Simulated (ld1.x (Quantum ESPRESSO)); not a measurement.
Ni (Z = 28), PAW: configuration errors across variants

```json
{"Element": "nickel", "Generator": "ld1.x (Quantum ESPRESSO) 7.5", "Type": "PAW", "Functional": "LDA (PZ)", "Relativity": "scalar-relativistic", "Frozen core": "[Ar]", "Valence charge": "10", "Reference configuration": "3d8 4s1.5 4p0 (charge +0.5)", "Partial waves": "4s (bound): rcut 1.65, rcutus 2.25 bohr; 4s channel at 0.1 Ry: rcut 1.65, rcutus 2.25 bohr; 4p (bound, empty): rcut 1.90, rcutus 2.60 bohr; 4p channel at 0.1 Ry: rcut 1.90, rcutus 2.60 bohr; 3d (bound): rcut 1.10, rcutus 1.30 bohr; 3d channel at -0.4 Ry: rcut 1.10, rcutus 1.30 bohr; 4f channel at -0.15 Ry: rc 2.65 bohr", "Local potential": "the f channel", "Core correction": "a·sin(br)/r model core, default radius (ld1.x builds one for every PAW set, though the input has nlcc=.false.)", "Augmentation charge": "PSQ, inside the norm-conserving radii"}
```

All-electron excitation energies from the reference (eV): (1) 3d8 4s2 4p0 -3.843; (2) 3d8 4s1 4p0 5.758; (3) 3d8 4s0 4p0 23.417; (4) 3d9 4s0 4p0 2.719; (5) 3d7 4s2 4p1 6.813; (6) 3d7 4s0 4p0 61.215; (7) 3d8 4s0 4p1 11.531; (8) 3d8 4s1.5 4p0 spin -1.057; (9) 3d8 4s2 4p0 spin -4.755.

Spin tests fill each open shell by Hund’s rule, majority spin first.

The default core radius of the base comes out at 0.39 bohr.

The overlap operator is not positive definite (basis up to 400 Ry) in “waves 4p (bound): rcut 1.50, rcutus 1.60 bohr; 4p channel at 0.1 Ry: rcut 1.50, rcutus 1.60 bohr”. Such files are unfit for use, however small their errors in these radial tests.

Tests that are not counted but printed errors over 1 eV. “waves 4p (bound): rcut 1.50, rcutus 1.60 bohr; 4p channel at 0.1 Ry: rcut 1.50, rcutus 1.60 bohr”: 3d8 4s0 4p1 (pseudo-atom not self-consistent, printed error +95.6 eV).

4 further variants failed, have other tests or too few solved ones, and are left out.

Errors AE − PS in meV (a dash: test not solved or not reliable):

| change | (1) | (2) | (3) | (4) | (5) | (6) | (7) | (8) | (9) | bound ghosts |
| --- | --- | --- | --- | --- | --- | --- | --- | --- | --- | --- |
| base | +0.1 | -1.2 | -8.8 | -112 | -174 | -261 | -3.4 | -1.8 | -3.2 | none |
| waves 3d (bound): rcut 0.92, rcutus 0.98 bohr; 3d channel at -0.4 Ry: rcut 0.92, rcutus 0.98 bohr | +0.1 | -1.0 | -4.7 | -105 | -158 | -177 | -2.7 | +17 | +11 | none |
| wave 3d channel at -0.4 Ry: rcut 1.10, rcutus 1.30 bohr becomes 3d channel at -0.32 Ry: rcut 1.10, rcutus 1.30 bohr | +0.1 | -1.1 | -8.0 | -113 | -175 | -258 | -3.2 | -1.3 | -2.9 | none |
| waves 4p (bound): rcut 1.90, rcutus 3.00 bohr; 4p channel at 0.1 Ry: rcut 1.90, rcutus 3.00 bohr | +0.1 | -1.2 | -8.8 | -112 | -171 | -261 | -3.2 | -1.8 | -3.2 | none |
| waves 4s (bound): rcut 1.65, rcutus 1.98 bohr; 4s channel at 0.1 Ry: rcut 1.65, rcutus 1.98 bohr | +0.1 | -1.1 | -8.8 | -112 | -183 | -262 | -3.4 | -2.0 | -3.4 | none |
| wave 4f channel at -0.15 Ry: rc 2.65 bohr becomes 4f channel at -0.15 Ry: rc 3.68 bohr | +0.7 | +0.2 | +13 | -158 | -208 | – | – | – | – | none |
| augmentation PSQ, radius 0.80 bohr | +0.1 | -1.1 | -9.4 | -111 | – | – | – | – | – | none |
| waves 4p (bound): rcut 1.50, rcutus 1.60 bohr; 4p channel at 0.1 Ry: rcut 1.50, rcutus 1.60 bohr | +0.1 | -1.2 | -8.6 | -112 | -180 | -261 | – | -1.8 | -3.2 | not determined (overlap not positive) |

Question: Give the same row for: core correction a·sin(br)/r model core inside 1.04 bohr.

Answer: 0.0, -1.2, -11, -118, -180, -255, -3.7, -3.9, -4.4; bound ghosts: none.
